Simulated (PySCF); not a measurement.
Compound: BClH4O2Si.
Cartesian coordinates in Å at the PBE0-D3(BJ)/def2-SVP level; atoms count from 1:
```
atom  x, y, z in Å
O1     3.5164    2.4349    3.2763
B2     4.2160    1.9713    2.2085
O3     3.7885    0.9984    1.3610
Si4    6.0475    2.7828    1.8759
Cl5    7.2076    2.4499    3.5778
H6     2.6682    2.0049    3.4385
H7     2.9235    0.6218    1.5646
H8     6.7530    2.1608    0.7170
H9     5.9921    4.2597    1.6554
```

Computed at PBE0/pcSseg-1 (PySCF, non-relativistic), with Q(17O) = −0.0256 b, Q(11B) = 0.04059 b, Q(35Cl) = −0.0817 b: O1, 17O (I = 5/2): χzz = -8.687 MHz, η = 0.118; B2, 11B (I = 3/2): χzz = 3.233 MHz, η = 0.306; Cl5, 35Cl (I = 3/2): χzz = -45.31 MHz, η = 0.022.

Task: Where would the pure quadrupole (NQR) lines of 17O at O1 fall for the rigid, isolated species?

Result: From the eigenvalues of H = χ/[4I(2I − 1)] × [3Iz² − I(I + 1) + η(Ix² − Iy²)], steps between neighbouring levels, labelled as for η = 0: ±1/2↔±3/2 1.323 MHz, ±3/2↔±5/2 2.599 MHz (boron-bound oxygen).

Task: Where would the pure quadrupole (NQR) lines of 11B at B2 fall for the rigid, isolated species?

Result: From ν = (|χ|/2)√(1 + η²/3): ν = 1.642 MHz (three-coordinate boron).

Task: Where would the pure quadrupole (NQR) lines of 35Cl at Cl5 fall for the rigid, isolated species?

Result: From ν = (|χ|/2)√(1 + η²/3): ν = 22.66 MHz (silicon-bound chlorine). For 37Cl the ratio of quadrupole moments, 0.7881, gives 17.85 MHz.

Task: Apply the simplest Townes–Dailey estimate (no s hybridisation, no π bonding), ionic character = 1 − χzz/χ0, where χ0 is the coupling for one missing p electron along the bond: −109.74 MHz for 35Cl.

Result: Cl5 on Si4: 1 − (-45.31)/(-109.74) = 0.59. In this model a purely covalent bond gives χ0 and a free halide ion gives zero; s hybridisation or π bonding, where present, is counted here as ionic character.

In a crystal, neighbours and librations shift these lines. The basis is small and wasn't made for field gradients, so the couplings can be 20 % off.

One conformer stands for the species.
